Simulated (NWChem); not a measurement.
System: CH$_{3}$FO$_{2}$Si; SMILES O=C(O)[SiH2]F

Input file for NWChem:

```
start job
memory heap 200 mb stack 900 mb global 1100 mb
geometry units angstroms noautoz
  O     -0.737218     1.736378    -0.577356
  C      0.041875     0.915284    -0.162857
  O      1.198466     1.224822     0.423133
  Si    -0.388591    -0.940973    -0.347567
  F      0.769591    -1.898383     0.263078
  H      1.261897     2.196985     0.437281
  H     -1.651931    -1.173570     0.396585
  H     -0.528522    -1.215352    -1.799805
end
basis spherical
  * library def2-tzvp
end
dft
  xc b3lyp
  iterations 150
  semidirect filesize 400000000
  mulliken
end
task dft energy
```

Structure relaxed at the PBE0/def2-SVP level.

Problem. What results follow from this input? (B3LYP/def2-TZVP.) Quantities: energy (Ha); highest occupied level (eV); orbital gap (eV); dipole (D).

Solution. 
```yaml
energy (Ha): -579.92
highest occupied level (eV): -8.03
orbital gap (eV): 6.77
dipole (D): 0.45
```
